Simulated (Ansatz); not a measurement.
CH$_{4}$O$_{3}$Si, SMILES `O=C[SiH](O)O`, charge 0, multiplicity 1.

Question: Give a relaxed structure at PBE0-D4/def2-TZVP (Ansatz 0.2.0). (Best estimate.)

Answer: Computed: 
Z-matrix (Å, degrees):
```
Si
C 1 1.928
O 1 1.632 2 102.1
O 1 1.635 2 111.4 3 121.5
H 1 1.477 2 112.1 3 -121.2
O 2 1.212 1 118.0 3 -0.9
H 2 1.114 1 123.2 3 180.0
H 3 0.965 1 112.2 2 0.2
H 4 0.959 1 118.2 2 -71.1
```
This is one stationary point; other conformers may exist.
